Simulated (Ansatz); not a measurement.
`C[C](=O)[SnH3]`. The species carries charge 0 and has multiplicity 1. Correlated methods include outer-core shells of Sn, which these sets cover unevenly. Sn takes the def2 core potential.

```xyz
10

C     0.1020   -1.5687    0.2414
C     0.8002   -0.2868   -0.1102
O     1.9739   -0.2284   -0.3514
Sn   -0.4181    1.5720   -0.1797
H    -0.3667   -1.4680    1.2252
H    -0.7050   -1.7507   -0.4752
H     0.8028   -2.4054    0.2412
H     0.6169    2.8573   -0.5957
H    -1.1399    1.8620    1.3434
H    -1.6661    1.4168   -1.3389
```

(1) Give the diagnostics of a CCSD(T)/def2-TZVPP run (frozen core, Ansatz 0.2.0). (An estimate is asked.)

Answers

(1) The calculation gave: T1 = 0.0154, largest single amplitude 0.031, largest double 0.034, (T) share of the correlation energy 3.7 %, 10 CCSD cycles. The RHF solution is stable towards an unrestricted one. T1 lies under the customary mark of 0.02 for closed shells.
